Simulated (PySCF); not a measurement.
thiophene (C4H4S), singlet, geometry from GFN2-xTB. Base run: SVWN5/6-31G (PySCF).

PySCF was given this input:
```python
from pyscf import gto, scf, dft

mol = gto.Mole()
mol.atom = '''
    S     0.008638   -0.007341    1.192886
    C     0.002988    1.225833   -0.005095
    C    -0.003171   -1.225678   -0.020136
    C    -0.007387    0.715073   -1.261196
    C    -0.010941   -0.699498   -1.269875
    H     0.007731    2.253480    0.299008
    H    -0.003601   -2.256990    0.271334
    H    -0.012358    1.318248   -2.151350
    H    -0.018915   -1.291672   -2.167363
'''
mol.basis = '6-31g'
mol.charge = 0
mol.spin = 0
mol.verbose = 4
mol.build()

mf = dft.RKS(mol)
mf.xc = 'lda,vwn'
mf.kernel()
```

The base run was repeated with changes; each row names its change, and settings that it needs were set with it.

```csv
change,ΔE vs base (mEh),SCF cycles,outcome
base,0.000,9,converged
diis_space = 2,-,50,not converged
conv_tol_grad = 1e-7,0.000,12,converged
init_guess = huckel,0.000,13,converged
init_guess = sap,0.000,13,converged
conv_tol = 1e-12,0.000,11,converged
init_guess = atom,0.000,10,converged
damp = 0.5; diis_start_cycle = 5,0.000,12,converged
diis = off; damp = 0.3 (with mf.diis_start_cycle = 200; with mf.max_cycle = 150),-,150,not converged
diis = off; damp = 0.6 (with mf.diis_start_cycle = 200; with mf.max_cycle = 150),0.000,15,converged
conv_tol = 1e-11,0.000,10,converged
conv_tol = 1e-6,0.000,8,converged
level_shift = 1.0 (with mf.max_cycle = 100),0.000,41,converged
```
